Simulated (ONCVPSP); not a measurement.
## Reading a pseudo-wave (carbon (C))

Columns: radius, all-electron u(r) and pseudo u(r) of the 2p shell (level -24.04 eV) of carbon in the configuration [He] 2s2 2p0.5; PBE, scalar-relativistic, ONCV scheme, ONCVPSP 4.0.1.

```
r (bohr)  all-electron  pseudo
   0.080        0.0402  0.0188
   0.160        0.1288  0.0728
   0.240        0.2356  0.1562
   0.320        0.3442  0.2599
   0.400        0.4456  0.3734
   0.480        0.5355  0.4863
   0.560        0.6118  0.5895
   0.640        0.6746  0.6766
   0.720        0.7251  0.7442
   0.800        0.7638  0.7916
   0.880        0.7909  0.8202
   0.960        0.8073  0.8330
   1.040        0.8143  0.8335
   1.120        0.8129  0.8252
   1.200        0.8045  0.8109
   1.280        0.7901  0.7927
   1.360        0.7709  0.7716
   1.440        0.7478  0.7479
   1.520        0.7218  0.7217
   1.600        0.6935  0.6935
   1.680        0.6638  0.6637
   1.760        0.6330  0.6330
   1.840        0.6019  0.6019
   1.920        0.5707  0.5707
   2.000        0.5397  0.5397
   2.080        0.5093  0.5093
```

Q: How many radial nodes do the two functions have?

A: The all-electron 2p function has n − l − 1 = 0; the pseudo-wave has 0.

Q: At about which radius was the pseudo-wave matched?

A: 1.55 bohr. The columns agree to 0.0005 from 1.44 bohr on; several derivatives are matched, so the curves merge somewhat inside the radius.

Q: Where does each function peak?

A: Outermost all-electron maximum near 1.04 bohr, pseudo maximum near 1.04 bohr (to the table’s step).

Q: Is the pseudo-wave norm-conserving?

A: Yes: the ONCV scheme keeps the norm inside the radius equal to the all-electron one, which fixes the energy derivative of the logarithmic derivative at the level.
